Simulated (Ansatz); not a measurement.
Isolated molecules relaxed with PBE0-D4/def2-TZVP in Ansatz; ΔE leaves out vibrations. CCSD(T)/CBS is the MP2 limit (def2-TZVPP, def2-QZVPP) plus CCSD(T) − MP2 in def2-TZVPP, frozen cores. DFT in def2-TZVPP. HSE06 is defined as in plane-wave codes. For Ga outer-core shells are correlated without core-valence functions, which leaves a few kJ/mol of doubt a bond. Scalar relativity is left out up to krypton.

Consider the redistribution: `C[B](C)[GaH2]` + `C[SiH2]C#N` → `CB(C)C` + `N#C[SiH2][GaH2]`.

```tsv
level	ΔE (kJ/mol)
BHLYP-D4	-40.5
B2PLYP	-38.1
r2SCANh	-40.1
HSE06	-42.3
RPA@PBE/def2-TZVPP	-34.9
MP2/def2-TZVPP	-35.1
SCS-MP2/def2-TZVPP	-35.2
MP2/CBS(def2)	-32.5
```

(1) What does CCSD(T)/CBS give? (Estimate.)

Largest T1 diagnostic among the species: 0.014.

Answers

(1) Computed: -34.6 kJ/mol. The listed levels differ from it by -5.9, -3.5, -5.5, -7.7, -0.3, -0.5, -0.6, 2.1 kJ/mol.

Leaving LDA and LC-ωPBE aside and taking each functional with its dispersion term where it has one, the values, not all of them listed here, spread over 5.0 kJ/mol, from B97M-V to BLYP-D4. At CCSD(T), def2-SVP lies −10.6 kJ/mol from the extrapolated value and def2-TZVPP −2.6 kJ/mol.

CCSD(T)/CBS has its own doubt, a few kJ/mol and more with outer-core shells, so smaller differences from it don't rank the levels.
